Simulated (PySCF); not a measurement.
## Successive ionisation energies of erbium

Calculated with PySCF 2.14, two-component X2C-1e (Gaussian nucleus, no Breit or QED terms), each ion in its own even-tempered basis; GMP2 freezes the deep shells of the larger ions and drops the highest virtual spinors; eV.

| ion | configuration | GHF (screened spin-orbit) | GMP2 (screened spin-orbit) | NIST | kind |
| --- | --- | --- | --- | --- | --- |
| Er²⁵⁺ | [Kr] 4d7 | 898.75 | 898.88 | 899 ± 4 | theoretical |
| Er²⁶⁺ | [Kr] 4d6 | 942.61 | 942.80 | 943 ± 4 | theoretical |
| Er²⁷⁺ | [Kr] 4d5 | 988.57 | 988.25 | 989 ± 4 | theoretical |
| Er²⁸⁺ | [Kr] 4d4 | 1045.3 | 1045.9 | 1046 ± 4 | theoretical |
| Er²⁹⁺ | [Kr] 4d3 | 1091.4 | 1092.0 | 1092 ± 4 | theoretical |
| Er³⁰⁺ | [Kr] 4d2 | 1141.7 | 1141.9 | 1142 ± 4 | theoretical |
| Er³¹⁺ | [Kr] 4d1 | 1188.2 | 1188.5 | 1188 ± 4 | theoretical |
| Er³²⁺ | [Kr] | 1365.9 | 1367.3 | 1370 ± 4 | theoretical |
| Er³³⁺ | [Ar] 3d10 4s2 4p5 | 1412.0 | 1413.4 | 1416 ± 5 | theoretical |
| Er³⁴⁺ | [Ar] 3d10 4s2 4p4 | 1463.4 | 1464.3 | 1468 ± 5 | theoretical |
| Er³⁵⁺ | [Ar] 3d10 4s2 4p3 | 1510.9 | 1511.8 | 1516 ± 5 | theoretical |
| Er³⁶⁺ | [Ar] 3d10 4s2 4p2 | 1619.4 | 1621.1 | 1625 ± 5 | theoretical |
